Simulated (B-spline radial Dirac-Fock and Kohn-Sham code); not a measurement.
**Xe⁴⁺: scattering cross sections and density moments**

System: Xe⁴⁺ in the configuration 1s2 2s2 2p6 3s2 3p6 3d10 4s2 4p6 4d10 5s2 5p2.

Method: relativistic Hartree-Fock (Dirac-Fock) wave functions, averaged over the configuration. Computed with a radial finite-basis atomic code.

| Property | Result |
| --- | --- |
| Sum of ⟨r⟩ | 28.20 bohr |
| Sum of ⟨r²⟩ | 31.07 bohr² |
| Sum of ⟨1/r⟩ | 333.62 per bohr |
| Langevin diamagnetic susceptibility | -24.6 × 10⁻⁶ cm³/mol |
| Lamb shielding (α²/3)Σ⟨1/r⟩ | 5922 ppm |

Coherent scattering is the Thomson cross section weighted by f₀², without anomalous dispersion; incoherent scattering is Klein-Nishina weighted by S. The Lamb formula is the non-relativistic shielding expression. Electron correlation is left out.

```tsv
hν (keV)	coherent (b)	incoherent (b)	incoherent per electron (b)
2	1494	1.746	0.0349
5	1053	5.627	0.113
20	286.6	16.14	0.323
30	163.7	18.92	0.378
100	23.67	21.69	0.434
200	6.817	19.24	0.385
500	1.191	14.23	0.285
1000	0.3054	10.50	0.210
```

Incoherent scattering overtakes coherent scattering between 100 and 200 keV.
